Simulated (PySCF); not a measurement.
Selenium: a sound run and one with changed settings

Sound run: Se⁺ [Ar] 3d10 4s2 4p3, Se²⁺ [Ar] 3d10 4s2 4p2. Calculation: PySCF 2.14, in 6-31G*; the non-relativistic Hamiltonian (point nucleus). The sound run starts from symmetry-adapted Hartree-Fock orbitals and uses a fine grid where one is needed.

A second run was set up differently.

```
species  method  sound run (hartree)  changed run (hartree)  converged
    Se⁺     UHF          -2399.21035            -2399.21035        yes
    Se⁺  r2SCAN          -2400.81723            -2400.83345        yes
    Se⁺    BP86          -2401.10070            -2401.10057        yes
   Se²⁺     UHF          -2398.44268            -2398.44268        yes
   Se²⁺  r2SCAN          -2400.02083            -2400.03623        yes
   Se²⁺    BP86          -2400.31106            -2400.31083        yes
```

Ionisation energy of Se⁺:

| method | sound run (eV) | changed run (eV) |
| --- | --- | --- |
| UHF | 20.889 | 20.889 |
| r2SCAN | 21.671 | 21.693 |
| BP86 | 21.487 | 21.490 |

Task: What was changed?
A. too few SCF iterations
B. all electrons correlated in a valence basis
C. minimal basis
D. radial grid too coarse

Result: D. It used radial step 0.3 in ln r (0.13 in the sound run). A coarse radial grid mis-integrates the density and the exchange-correlation energy, with errors of either sign; Hartree-Fock needs no grid.
